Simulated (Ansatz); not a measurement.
Total energies of CH$_{6}$FGaSi$_{2}$, SMILES `F[CH2][Ga]1[SiH2][SiH2]1`.

```xyz
11

F    -0.454   -0.970    3.076
C    -0.534   -1.540    1.817
Ga   -0.078   -0.259    0.368
Si    0.841    1.767   -0.513
Si   -0.127    0.255   -1.984
H     0.145   -2.399    1.779
H    -1.553   -1.913    1.666
H     0.674    3.243   -0.401
H     2.289    1.404   -0.413
H     0.372   -0.215   -3.307
H    -1.573    0.627   -2.087
```

The species carries charge 0 and has multiplicity 1. Correlated methods include outer-core shells of Ga, which these sets cover unevenly. Scalar relativity is left out up to krypton. The structure was optimised at the PBE0-D4/def2-TZVP level. It is one conformer, not always the lowest. Basis def2-TZVPP, Ansatz.

RPA on PBE orbitals: Hartree–Fock energy of these orbitals -2641.82808 Eh, correlation -1.48322 Eh (frozen core).

```json
{"functional": "PBE", "energy without D4 (Eh)": "-2644.67594", "D4 term (kJ/mol)": "-25.7"}
{"functional": "revPBE", "energy without D4 (Eh)": "-2645.11356", "D4 term (kJ/mol)": "-65.2"}
{"functional": "BLYP", "energy without D4 (Eh)": "-2645.44339", "D4 term (kJ/mol)": "-54.4"}
{"functional": "r2SCAN", "energy without D4 (Eh)": "-2645.28546", "D4 term (kJ/mol)": "-6.1"}
{"functional": "B97M-V", "energy without D4 (Eh)": "-2644.86504", "D4 term (kJ/mol)": "–"}
{"functional": "PBE0", "energy without D4 (Eh)": "-2644.77462", "D4 term (kJ/mol)": "-22.0"}
{"functional": "r2SCAN0", "energy without D4 (Eh)": "-2645.23161", "D4 term (kJ/mol)": "-7.4"}
{"functional": "HSE06 (plane-wave form)", "energy without D4 (Eh)": "-2644.75444", "D4 term (kJ/mol)": "-21.0"}
{"functional": "BHLYP", "energy without D4 (Eh)": "-2645.31647", "D4 term (kJ/mol)": "-38.4"}
{"functional": "CAM-B3LYP", "energy without D4 (Eh)": "-2645.48757", "D4 term (kJ/mol)": "-23.0"}
{"functional": "ωB97X-V", "energy without D4 (Eh)": "-2645.09535", "D4 term (kJ/mol)": "–"}
{"functional": "ωB97M-V", "energy without D4 (Eh)": "-2645.20692", "D4 term (kJ/mol)": "–"}
{"functional": "B2PLYP", "energy without D4 (Eh)": "-2644.70813", "D4 term (kJ/mol)": "–"}
{"functional": "PBE-QIDH", "energy without D4 (Eh)": "-2644.24069", "D4 term (kJ/mol)": "–"}
```

Task: Give the same for LDA (SPW92), B3LYP, r2SCANh, LC-ωPBE. (An estimate is asked.)

Result: Ansatz gave: 
```tsv
functional	energy without D4 (Eh)	D4 term (kJ/mol)
LDA (SPW92)	-2639.04424	–
B3LYP	-2645.50800	-42.0
r2SCANh	-2645.26311	-6.7
LC-ωPBE	-2644.89323	–
```

B3LYP takes the VWN-RPA correlation (the form of Gaussian; ORCA's B3LYP/G). HSE06 is the plane-wave form, built on full-range PBE exchange. The double hybrids freeze the cores in their second-order part.

LC-ωPBE has ω = 0.4 bohr⁻¹.
